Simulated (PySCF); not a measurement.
(E)-1-chloro-3,3-difluoroprop-1-ene (C₃H₃ClF₂), SMILES FC(F)/C=C/Cl. The structure is a stationary point at PBE-D3(BJ)/def2-SVP. The values are those of a single conformer.

Computed with PBE-D3(BJ)/def2-SVP (PySCF).

Harmonic wavenumbers (cm⁻¹): 95, 162, 176, 311, 424, 517, 654, 802, 849, 923, 955, 1069, 1136, 1187, 1245, 1328, 1347, 1662, 2949, 3132, 3146. Rotational constants (GHz): 8.211, 1.160, 1.055; symmetry number 1.

### Question
Work out the zero-point energy and the ideal-gas rigid-rotor harmonic-oscillator thermochemistry at 298.15 K and 1 atm.

### Answer
ZPE = ½ Σ hcν = ½ × 24067 cm⁻¹ = 143.95 kJ/mol. H − E(el) = 162.65 kJ/mol. Entropy in J/(mol K): translation 167.65, rotation 116.57, vibration 52.49, total 336.71. G − E(el) = 62.26 kJ/mol. Cp = 93.05 J/(mol K). Modes under 150 cm⁻¹ make the vibrational entropy uncertain.
